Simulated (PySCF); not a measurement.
All numbers come from UPBE/[Cr def2-SVPD, S def2-SVPD], no relativity, density fitting, PySCF.

```xyz
4
charge -1 multiplicity 2, angstrom
Cr    0.0000    0.0000    0.0000
S     2.0566    0.0000    0.0000
S    -1.0283    1.7811    0.0000
S    -1.0283   -1.7811    0.0000
```

CrS₃⁻ (doublet), along the line from Cr1 (at 0) through S2 (at 2.057 Å).

**Question.** Tabulate the fields along this line at -0.72, -0.62, -0.51, -0.41, -0.31, -0.21, -0.10, 0.10, 0.21, 0.31, 0.41, 0.51, 0.62, 0.72, 0.82, 0.93, 1.03, 1.13, 1.23, 1.34, 1.44, 1.54, 1.65, 1.75, 1.85, 1.95, 2.16, 2.26, 2.37, 2.47, 2.57, 2.67, 2.78, 2.88, 2.98, 3.08, 3.19, 3.29 Å.

**Answer.** 
| distance (Å) | electron density (e/Å³) | spin density (e/Å³) | electron localisation function | electrostatic potential (V) |
| --- | --- | --- | --- | --- |
| -0.72 | 1.7 | 0.172 | 0.531 | 26.3 |
| -0.62 | 3.46 | 0.331 | 0.739 | 43.3 |
| -0.51 | 6.91 | 0.619 | 0.832 | 75 |
| -0.41 | 12.3 | 1.05 | 0.81 | 138 |
| -0.31 | 18.1 | 1.57 | 0.4 | 274 |
| -0.21 | 49.2 | 1.52 | 0.304 | 596 |
| -0.10 | 444 | 0.5 | 0.785 | 1800 |
| 0.10 | 445 | 0.474 | 0.789 | 1800 |
| 0.21 | 48.7 | 1.53 | 0.31 | 597 |
| 0.31 | 17 | 1.6 | 0.337 | 275 |
| 0.41 | 11.6 | 1.07 | 0.754 | 140 |
| 0.51 | 6.61 | 0.632 | 0.778 | 76 |
| 0.62 | 3.46 | 0.338 | 0.667 | 44.1 |
| 0.72 | 1.88 | 0.173 | 0.458 | 27.1 |
| 0.82 | 1.18 | 0.0878 | 0.3 | 17.8 |
| 0.93 | 0.919 | 0.041 | 0.302 | 12.9 |
| 1.03 | 0.878 | 0.0125 | 0.46 | 11.2 |
| 1.13 | 0.959 | -0.00625 | 0.672 | 12.5 |
| 1.23 | 1.11 | -0.0195 | 0.771 | 17.1 |
| 1.34 | 1.27 | -0.0288 | 0.699 | 26.2 |
| 1.44 | 1.43 | -0.0327 | 0.355 | 41.6 |
| 1.54 | 1.78 | -0.0284 | 0.0998 | 66.7 |
| 1.65 | 3.82 | -0.0139 | 0.164 | 109 |
| 1.75 | 15.2 | 7.29e-05 | 0.737 | 191 |
| 1.85 | 60.7 | -0.0449 | 0.856 | 402 |
| 1.95 | 179 | -0.207 | 0.278 | 1270 |
| 2.16 | 180 | -0.125 | 0.28 | 1260 |
| 2.26 | 60.9 | -0.0183 | 0.858 | 402 |
| 2.37 | 15.2 | 0.000113 | 0.735 | 191 |
| 2.47 | 3.78 | -0.00197 | 0.168 | 109 |
| 2.57 | 1.71 | -0.00544 | 0.104 | 66.3 |
| 2.67 | 1.29 | -0.00681 | 0.373 | 40.7 |
| 2.78 | 1.06 | -0.00639 | 0.767 | 24.5 |
| 2.88 | 0.83 | -0.00512 | 0.89 | 14.1 |
| 2.98 | 0.612 | -0.00382 | 0.91 | 7.43 |
| 3.08 | 0.433 | -0.00283 | 0.903 | 3.14 |
| 3.19 | 0.301 | -0.00216 | 0.881 | 0.392 |
| 3.29 | 0.208 | -0.00171 | 0.842 | -1.37 |

On a grid of 0.10 Å the density has a local minimum along the bond near 1.03 Å from Cr, at 0.88 e/Å³, where the ELF is 0.46.

Other spin states or occupations of the open shell can lie lower.
